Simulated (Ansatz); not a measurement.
Geometry optimisation, Ansatz, RKS CAM-B3LYP-D4/6-31G*.

Input:

```yaml
crystal:
  periodic: [false, false, false]
  atoms:
    - { symbol: B, position_ang: [0.124095, -0.366033, 0.264463] }
    - { symbol: "N", position_ang: [-0.118986, -0.4816, 1.735567] }
    - { symbol: H, position_ang: [-0.967228, -0.91935, 2.067344] }
    - { symbol: H, position_ang: [0.681942, -0.760267, 2.286389] }
    - { symbol: O, position_ang: [1.422287, -0.269669, -0.133005] }
    - { symbol: H, position_ang: [1.471273, -0.037528, -1.069378] }
    - { symbol: O, position_ang: [-0.878874, -0.411008, -0.666768] }
    - { symbol: H, position_ang: [-1.763056, -0.433958, -0.282444] }
    - { symbol: O, position_ang: [-0.120089, 2.22659, 0.565542] }
    - { symbol: Si, position_ang: [-1.687396, 2.723058, 0.384022] }
    - { symbol: H, position_ang: [-2.664943, 1.605067, 0.547814] }
    - { symbol: H, position_ang: [-2.079305, 3.764432, 1.370551] }
    - { symbol: H, position_ang: [-1.809316, 3.275604, -0.981719] }
    - { symbol: H, position_ang: [0.068896, 1.737762, 1.399721] }
basis:
  gaussian: { orbitals: "6-31G*" }
hamiltonian:
  xc: cam_b3lyp
  dispersion: d4
relax:
  f_tol: 0.03
  max_steps: 50
```

Command:

```bash
$ ansatz run input.yaml --threads 4 --pin off --max-ram 5120MiB --backend cpu --events-out ev --progress --plain --runs-dir out
```

Problem. Where does it end, and by what steps?

Solution. The run converged. After 9 steps the energy has fallen by 0.221 eV; H6 moved furthest, 0.95 Å.

| step | energy less start (eV) | largest force component (eV/Å) | accepted |
| --- | --- | --- | --- |
| 0 | 0.0000 | 1.652 | yes |
| 1 | -0.0933 | 1.002 | yes |
| 2 | -0.1462 | 0.935 | yes |
| 3 | -0.1798 | 0.491 | yes |
| 4 | -0.1984 | 0.317 | yes |
| 5 | -0.2090 | 0.310 | yes |
| 6 | -0.2146 | 0.118 | yes |
| 7 | -0.2193 | 0.064 | yes |
| 8 | -0.2203 | 0.033 | yes |
| 9 | -0.2206 | 0.023 | yes |

```xyz
14
Properties=species:S:1:pos:R:3
B 0.228 -0.537 0.176
N 0.007 -0.201 1.561
H -0.903 -0.365 1.973
H 0.752 -0.447 2.201
O 1.493 -0.883 -0.194
H 1.557 -0.982 -1.153
O -0.754 -0.472 -0.774
H -1.592 -0.110 -0.458
O -0.260 2.581 1.035
Si -1.814 2.809 0.563
H -2.532 1.495 0.447
H -2.598 3.621 1.530
H -1.872 3.469 -0.763
H -0.032 1.675 1.344
```

Whether the end is a true minimum wasn't checked by a vibrational analysis.

The run took 25 s on 4 threads of Arm Neoverse V1, with other jobs on the host, peak memory 0.32 GiB.
